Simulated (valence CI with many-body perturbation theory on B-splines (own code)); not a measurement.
E1 line list for Xe XLIX

Level of theory: configuration interaction combined with many-body perturbation theory (CI+MBPT): four valence electrons over a frozen Dirac-Fock core [He], a basis of 11 s, 11 p, 9 d, 7 f, 5 g, 2 h, 1 i functions for each j, with the one-electron correlation potential Σ1, the two-electron term Σ2, the three-electron term Σ3, Breit, model QED; selected CI, second order for the rest (own B-spline code, finite nucleus).

No measured spectrum was set against this ion. As an estimate, large intervals hold to a few tenths of a per cent, small ones and those within an open d or f shell to about a per cent. Among the levels kept, up to 270 cm⁻¹ of a level comes from second order outside the variational space, and about a tenth of that is noise between levels of different J, which matters for small intervals.

Lines 101 to 150 of 268 in falling wavelength, among levels below 47204 × 10³ cm⁻¹, chosen from the strongest by gf and those to the six lowest levels. Wavelengths and rates use the calculated energies. Electric multipoles are in the length gauge, E1 and E2 with the static RPA response of the core. Weak lines are less certain than strong ones. Lines between different terms over intervals too small for the method are left out, as are lines whose strength nearly cancels. The highest levels of a list are the least certain.

Levels are named by their leading jj configuration (3d3/2^4 stands for four electrons in 3d with j = 3/2), which in mixed levels can hold well under half, so a name can repeat and another be missing. Letters in brackets count levels of one name in rising energy.

| λ vac (nm) | Upper | Lower | A (s⁻¹) | log gf | Branch % |
| --- | --- | --- | --- | --- | --- |
| 0.2670 | (2s^2 2p1/2 3p3/2) J=1 | (2s 2p1/2^2 2p3/2) J=1 | 3.15e+12 | -2.00 | 14.2 |
| 0.2665 | (2s 2p1/2^2 3s) J=0 | (2s 2p1/2^2 2p3/2) J=1 | 4.59e+13 | -1.31 | 99.8 |
| 0.2656 | (2s 2p1/2 2p3/2 3s) J=3 | (2s 2p1/2 2p3/2^2) J=3 | 1.56e+13 | -0.94 | 66.6 |
| 0.2652 | (2s 2p1/2^2 3s) J=1 | (2s 2p1/2^2 2p3/2) J=2 | 2.48e+13 | -1.10 | 88.0 |
| 0.2650 | (2s 2p1/2 2p3/2 3s) J=2 [a] | (2s 2p1/2 2p3/2^2) J=2 [a] | 2.14e+13 | -0.95 | 60.8 |
| 0.2645 | (2s 2p1/2 2p3/2 3s) J=2 [b] | (2s 2p1/2 2p3/2^2) J=3 | 3.28e+13 | -0.76 | 57.9 |
| 0.2642 | (2s^2 2p1/2 3s) J=1 | (2s^2 2p1/2 2p3/2) J=2 | 4.06e+13 | -0.90 | 63.1 |
| 0.2639 | (2s 2p1/2 2p3/2 3s) J=1 [a] | (2s 2p1/2 2p3/2^2) J=2 [a] | 3.91e+13 | -0.91 | 58.5 |
| 0.2636 | (2s^2 2p3/2 3s) J=2 | (2s^2 2p3/2^2) J=2 | 2.62e+13 | -0.86 | 70.9 |
| 0.2636 | (2s^2 2p1/2 3p3/2) J=1 | (2s 2p1/2^2 2p3/2) J=2 | 1.86e+13 | -1.23 | 84.1 |
| 0.2634 | (2s^2 2p1/2 3s) J=0 | (2s^2 2p1/2 2p3/2) J=1 | 5.05e+13 | -1.28 | 100.0 |
| 0.2633 | (2s^2 2p3/2 3s) J=1 | (2s^2 2p3/2^2) J=2 | 4.35e+13 | -0.87 | 54.0 |
| 0.2633 | (2s^2 2p1/2 3s) J=1 | (2s^2 2p1/2 2p3/2) J=1 | 8.02e+12 | -1.60 | 12.5 |
| 0.2560 | (2s 2p1/2^2 3d3/2) J=1 | (2s 2p1/2^2 2p3/2) J=1 | 4.25e+13 | -0.90 | 78.3 |
| 0.2556 | (2s 2p1/2 2p3/2 3d5/2) J=2 [a] | (2s 2p1/2 2p3/2^2) J=1 [a] | 4.44e+13 | -0.66 | 16.1 |
| 0.2549 | (2s 2p1/2 2p3/2 3d5/2) J=1 [a] | (2s 2p1/2 2p3/2^2) J=1 [a] | 4.61e+13 | -0.87 | 14.5 |
| 0.2544 | (2s 2p1/2 2p3/2 3d5/2) J=3 [b] | (2s 2p1/2 2p3/2^2) J=2 [b] | 2.00e+13 | -0.87 | 5.9 |
| 0.2541 | (2s 2p1/2 2p3/2 3d5/2) J=1 [a] | (2s 2p1/2 2p3/2^2) J=0 | 1.81e+14 | -0.28 | 57.1 |
| 0.2541 | (2s 2p1/2 2p3/2 3d5/2) J=1 [b] | (2s 2p1/2 2p3/2^2) J=1 [b] | 1.93e+14 | -0.25 | 43.8 |
| 0.2538 | (2s 2p1/2 2p3/2 3d3/2) J=1 [c] | (2s 2p1/2 2p3/2^2) J=1 [b] | 4.87e+13 | -0.85 | 40.4 |
| 0.2537 | (2s 2p1/2 2p3/2 3d3/2) J=2 [c] | (2s 2p1/2 2p3/2^2) J=1 [b] | 6.42e+13 | -0.51 | 18.2 |
| 0.2537 | (2s^2 2p3/2 3p1/2) J=2 | (2s 2p1/2^2 2p3/2) J=1 | 2.16e+12 | -1.98 | 53.0 |
| 0.2537 | (2s 2p1/2 2p3/2 3d5/2) J=0 | (2s 2p1/2 2p3/2^2) J=1 [b] | 4.03e+14 | -0.41 | 82.0 |
| 0.2535 | (2s 2p1/2 2p3/2 3d3/2) J=2 [c] | (2s 2p1/2 2p3/2^2) J=2 [b] | 1.25e+14 | -0.22 | 35.4 |
| 0.2534 | (2s 2p1/2 2p3/2 3d3/2) J=2 [d] | (2s 2p1/2 2p3/2^2) J=1 [b] | 3.14e+13 | -0.82 | 5.9 |
| 0.2533 | (2s 2p1/2^2 3d5/2) J=2 | (2s 2p1/2^2 2p3/2) J=1 | 3.37e+14 | 0.21 | 94.9 |
| 0.2532 | (2s 2p1/2 2p3/2 3d3/2) J=2 [d] | (2s 2p1/2 2p3/2^2) J=2 [b] | 3.58e+13 | -0.76 | 6.7 |
| 0.2532 | (2s 2p1/2 2p3/2 3d3/2) J=2 [a] | (2s 2p1/2 2p3/2^2) J=2 [a] | 2.86e+13 | -0.86 | 21.1 |
| 0.2531 | (2s 2p1/2 2p3/2 3d3/2) J=1 [a] | (2s 2p1/2 2p3/2^2) J=2 [a] | 4.64e+13 | -0.87 | 45.3 |
| 0.2531 | (2s 2p1/2 2p3/2 3d3/2) J=1 [d] | (2s 2p1/2 2p3/2^2) J=1 [b] | 9.05e+13 | -0.58 | 20.5 |
| 0.2529 | (2s 2p1/2 2p3/2 3d3/2) J=1 [d] | (2s 2p1/2 2p3/2^2) J=2 [b] | 3.78e+13 | -0.96 | 8.6 |
| 0.2528 | (2s 2p1/2^2 3d3/2) J=1 | (2s 2p1/2^2 2p3/2) J=2 | 1.14e+13 | -1.48 | 21.1 |
| 0.2527 | (2s 2p1/2 2p3/2 3d3/2) J=2 [b] | (2s 2p1/2 2p3/2^2) J=3 | 4.70e+13 | -0.65 | 8.6 |
| 0.2526 | (2s^2 2p1/2 3d3/2) J=2 | (2s^2 2p1/2 2p3/2) J=2 | 6.44e+13 | -0.51 | 90.6 |
| 0.2526 | (2s 2p1/2 2p3/2 3d5/2) J=1 [b] | (2s 2p1/2 2p3/2^2) J=0 | 7.08e+13 | -0.69 | 16.1 |
| 0.2525 | (2s 2p1/2^2 3d3/2) J=2 | (2s 2p1/2^2 2p3/2) J=2 | 8.40e+13 | -0.40 | 98.9 |
| 0.2524 | (2s 2p1/2 2p3/2 3d5/2) J=3 [a] | (2s 2p1/2 2p3/2^2) J=3 | 3.05e+13 | -0.69 | 5.2 |
| 0.2523 | (2s 2p1/2^2 3p1/2) J=1 | (2s^2 2p1/2 2p3/2) J=2 | 2.89e+12 | -2.08 | 0.7 |
| 0.2518 | (2s^2 2p1/2 3d3/2) J=2 | (2s^2 2p1/2 2p3/2) J=1 | 6.44e+12 | -1.51 | 9.1 |
| 0.2517 | (2s^2 2p3/2 3d3/2) J=2 | (2s^2 2p3/2^2) J=2 | 1.16e+13 | -1.26 | 2.9 |
| 0.2515 | (2s 2p1/2^2 3p1/2) J=1 | (2s^2 2p1/2 2p3/2) J=1 | 1.06e+13 | -1.52 | 2.6 |
| 0.2514 | (2s 2p1/2 2p3/2 3d5/2) J=2 [b] | (2s 2p1/2 2p3/2^2) J=3 | 6.34e+13 | -0.52 | 49.3 |
| 0.2514 | (2s^2 2p1/2 3d3/2) J=1 | (2s^2 2p1/2 2p3/2) J=2 | 7.66e+12 | -1.66 | 3.0 |
| 0.2513 | (2s 2p1/2 2p3/2 3d3/2) J=3 [b] | (2s 2p1/2 2p3/2^2) J=2 [a] | 7.42e+13 | -0.31 | 21.3 |
| 0.2513 | (2s^2 2p3/2 3d3/2) J=3 | (2s^2 2p3/2^2) J=2 | 1.01e+12 | -2.18 | 0.4 |
| 0.2513 | (2s^2 2p3/2 3d3/2) J=1 | (2s^2 2p3/2^2) J=2 | 7.40e+13 | -0.68 | 14.2 |
| 0.2512 | (2s 2p1/2 2p3/2 3d5/2) J=3 [b] | (2s 2p1/2 2p3/2^2) J=3 | 2.36e+14 | 0.19 | 69.6 |
| 0.2512 | (2s^2 2p3/2 3d5/2) J=1 | (2s^2 2p3/2^2) J=0 | 4.27e+14 | 0.08 | 92.1 |
| 0.2511 | (2s 2p1/2 2p3/2 3d5/2) J=2 [a] | (2s 2p1/2 2p3/2^2) J=2 [a] | 2.19e+14 | 0.01 | 79.2 |
| 0.2509 | (2s 2p1/2^2 3d5/2) J=3 | (2s 2p1/2^2 2p3/2) J=2 | 3.76e+14 | 0.40 | 100.0 |

Problem. How does gf follow from A for the line at 0.2535 nm?

Solution. gf = 1.4992 × (2J+1)_upper × A / σ², with σ = 39442405 cm⁻¹ and 2J+1 = 5: gf = 0.601.
